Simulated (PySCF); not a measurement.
**Correlation energy of Zn¹²⁺ (zinc, charge +12)**

[Ar], closed-shell 1S. All numbers are calculated (PySCF 2.14, no relativity, point nucleus, in an uncontracted even-tempered set (17 s from 0.81 bohr⁻², ratio 2.5; 11 p from 1.1 bohr⁻², ratio 2.5; 5 d from 7 bohr⁻², ratio 2.7; 4 f from 11 bohr⁻², ratio 2.7)). Frozen: 1s2; 16 electrons correlated; the 17 highest virtual orbitals of each spin left out.

| level | correlation energy (mhartree) |
| --- | --- |
| CCSD | -593.53 |
| (T) | -3.06 |
| CCSD(T) | -596.59 |

Diagnostics: T1 = 0.0013, D1 = 0.0030, largest double amplitude 0.026.

Task: Is a single reference adequate?

Result: Yes, within this model without spin-orbit coupling: T1 lies below 0.03 and no double amplitude reaches 0.07.
